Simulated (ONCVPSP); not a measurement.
# Configuration tests for Si (ONCV)

| Property | Result |
| --- | --- |
| Element | Si (Z = 14) |
| Generator | ONCVPSP 4.0.1 |
| Type | optimised norm-conserving Vanderbilt (ONCV) |
| Functional | LDA (Perdew-Wang 92) |
| Relativity | scalar-relativistic |
| Frozen core | [Ne] |
| Valence charge | 4 |
| Reference configuration | 3s1 3p3 |
| Partial waves | 3s: rc 1.95 bohr, ncon 4, nbas 7, qcut 2.6 1/bohr, 2 projectors, debl 1.6 Ha; 3p: rc 2.20 bohr, ncon 3, nbas 6, qcut 4.3 1/bohr, 2 projectors, debl 0.7 Ha |
| Local potential | polynomial inside 1.95 bohr (lpopt 5, dvloc0 3 Ha) |
| Core correction | none |

Energies are relative to the spin-unpolarised reference configuration 3s1 3p3; without spin polarisation the order of configurations can differ from experiment.

```
valence configuration  charge  ΔE all-electron (eV)  error AE − PS (meV)
              3s2 3p1      +1                 1.016                 +3.8
              3s2 3p0      +2                17.123                  +32
              3s0 3p4       0                 6.974                 +4.4
```

**Question.** What are ΔE and the potential's error for 3s2 3p2?

**Answer.** ΔE = -6.807 eV all-electron; the error (AE − PS) is +2.5 meV.

Levels in the configuration 3s2 3p0:

| level | all-electron (eV) | pseudo (eV) |
| --- | --- | --- |
| 3s | -28.659 | -28.595 |
